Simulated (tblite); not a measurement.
Species: C7H17AlO.
Atom-mapped SMILES: `[CH3:1][O:2][AlH:3][C@H:4]([CH3:5])[C:6]([CH3:7])([CH3:8])[CH3:9]` (hydrogens: H10, H11, H12 on C1; H13 on Al3; H14 on C4; H15, H16, H17 on C5; H18, H19, H20 on C7; H21, H22, H23 on C8; H24, H25, H26 on C9)

Structure used (GFN2-xTB), in Å, numbered top down from 1:
```xyz
26
C7H17AlO angstrom
C      4.302    0.370   -0.404
O      2.924    0.582   -0.496
Al     1.301    0.845   -0.631
C      0.020   -0.093    0.639
C      0.456   -1.556    0.830
C     -1.451    0.092    0.217
C     -2.414   -0.638    1.161
C     -1.659   -0.407   -1.212
C     -1.753    1.592    0.257
H      4.617   -0.370   -1.144
H      4.837    1.304   -0.590
H      4.561    0.006    0.593
H      0.940    1.826   -1.757
H      0.115    0.372    1.637
H      1.525   -1.590    1.045
H      0.282   -2.146   -0.068
H     -0.065   -2.031    1.662
H     -2.312   -1.716    1.065
H     -3.444   -0.376    0.923
H     -2.223   -0.361    2.196
H     -2.660   -0.168   -1.565
H     -0.931    0.072   -1.873
H     -1.525   -1.484   -1.275
H     -1.663    1.976    1.272
H     -1.041    2.124   -0.377
H     -2.760    1.798   -0.099
```

Computed values, GFN2-xTB/tblite, gas phase, harmonic and unscaled. This tight-binding method is rough: wavenumbers can miss measured ones by several per cent, in bad cases by 10 to 20. Modes of hydrogen on aluminium can be 10 to 20 % off. One conformer, not necessarily the lowest. The optimisation stopped once no atom felt more than 0.01 eV/Å.

Lowest wavenumbers of the output (negative numbers stand for imaginary wavenumbers):
```
mode    cm-1
  1     -20.5
  2      12.7
  3      75.6
  4      84.8
  5     146.8
  6     173.0
  7     188.7
  8     200.9
```

Is this structure a minimum?

Not by this Hessian. 1 mode is imaginary beyond 20i (20i cm⁻¹), so at this level the point lies at or near a first-order saddle. The curvature is small, so loose convergence or finite differences may be the whole cause.

Which atoms move in the imaginary mode?

20i: H12 (methyl hydrogen) 33 %, H11 (methyl hydrogen) 33 %, H10 (methyl hydrogen) 32 %. These are shares of the mass-weighted motion.

What is the remedy?

Step along that mode in both directions, optimise again with tighter thresholds and repeat the frequencies. The zero-point energy of this point (139.3 kcal/mol) counts the 71 real modes alone, and thermal corrections from it aren't those of a minimum.

Time: 1.2 s of wall time. Hardware: one thread, Intel Xeon 6975P-C (x86_64), on a shared host. This covers the Hessian and the dipole derivatives.
